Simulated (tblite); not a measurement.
Species: C6H5ClF (doublet state).
Atom-mapped SMILES: `[F:1][C:2]1=[CH:3][CH:4]=[CH:5][CH2:6][C:7]1[Cl:8]` (hydrogens: H9 on C3; H10 on C4; H11 on C5; H12, H13 on C6)

Computed values, GFN2-xTB/tblite, gas phase, harmonic and unscaled. This tight-binding method is rough: wavenumbers can miss measured ones by several per cent, in bad cases by 10 to 20. Open shells enter through the occupations alone, without spin polarisation, and single modes of such species can be off by tens of per cent.

Harmonic wavenumbers (cm⁻¹): 103.1, 178.1, 197.1, 294.0, 329.4, 440.0, 464.2, 485.9, 536.0, 651.0, 704.4, 765.0, 784.0, 888.1, 920.7, 983.8, 1009.0, 1082.8, 1118.5, 1149.5, 1172.6, 1218.0, 1315.4, 1362.6, 1382.1, 1420.6, 1515.3, 1593.1, 2819.1, 2874.2, 3087.3, 3099.6, 3136.1.

A = 2782, B = 1523, C = 990.0 MHz; mass 131.006 u (most abundant isotopes); point group Cs, symmetry number 1; spin multiplicity 2.

Problem. What is the zero-point energy?

Solution. ½Σν̃ = 19540 cm⁻¹ = 233.75 kJ/mol.

Problem. Give the ideal-gas entropy at 200 K and 1 bar in the rigid-rotor, harmonic-oscillator model (classical rotation).

Solution. Translation 161.36, rotation 115.22, vibration 36.66, spin (R ln 2) 5.76: S = 319.0 J/(mol K).

Problem. And Cp and H(200 K) − H(0)?

Solution. Cp = 87.74 J/(mol K), of which vibrations give 54.49 (their classical limit is 33 R = 274.4); H(200 K) − H(0) = 11.26 kJ/mol without the zero-point energy, 4.61 from vibrations.

Problem. Blend soft modes into free rotors: weight 1/[1 + (100 cm⁻¹/ν̃)⁴] for the oscillator and the rest for a rotor with moment μB/(μ + B), μ = h/(8π²ν), B = 10⁻⁴⁴ kg m². What vibrational entropy results?

Solution. 36.53 J/(mol K) in place of 36.66, which changes −T·S at 200 K by +0.03 kJ/mol.

Problem. How do the functions run with temperature in this model?

Solution. 
| T (K) | S (J/(mol K)) | Cp (J/(mol K)) | H − H(0) (kJ/mol) | G − H(0) (kJ/mol) | ln q(vib) |
| --- | --- | --- | --- | --- | --- |
| 100 | 270.8 | 55.3 | 4.13 | -22.96 | 0.43 |
| 300 | 360.9 | 121.0 | 21.70 | -86.56 | 3.12 |
| 500 | 436.6 | 176.4 | 51.80 | -166.48 | 6.42 |
| 800 | 531.3 | 225.2 | 112.84 | -312.19 | 11.43 |
| 1000 | 583.7 | 244.6 | 159.93 | -423.81 | 14.58 |

q(vib) and H(0) count from the zero-point level.

Hindered rotation and anharmonicity are outside this model.
